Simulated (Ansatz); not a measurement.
SiH3Te (SMILES [SiH2-][TeH]) (charge -1), closed shell: a trajectory.

in.yaml

```yaml
crystal:
  periodic: [false, false, false]
  atoms:
    - {symbol: Si, position_ang: [-0.517390, -0.724070, -0.368040]}
    - {symbol: Te, position_ang: [0.908460, 1.196420, 0.382330]}
    - {symbol: H, position_ang: [-1.214440, -1.003190, 0.948680]}
    - {symbol: H, position_ang: [0.539100, -1.790310, -0.160520]}
    - {symbol: H, position_ang: [0.284260, 2.321140, -0.802450]}
basis:
  gaussian: {orbitals: def2-SVPD}
total_charge: -1
hamiltonian: {xc: pbe0, dispersion: d4}
md: {n_steps: 30, timestep: 1.0, temperature: 1500, ensemble: npt_langevin, seed: 701, friction: 0.002, pressure: 1.0, initial_velocities: maxwell_boltzmann}
```

Launched with

```bash
ansatz run in.yaml --threads 2 --pin off --events-out ev --progress --plain --max-ram 3481MiB
```

What Ansatz 0.2.0 printed:

```
Error: invalid value for `basis.gaussian`: such a run doesn't read md.pressure; remove what it names
```

The run took about 0.05 s on 2 CPU threads of an AMD EPYC 7R43 (shared host).


The program refused the input. A pressure has no meaning for a molecule without a cell.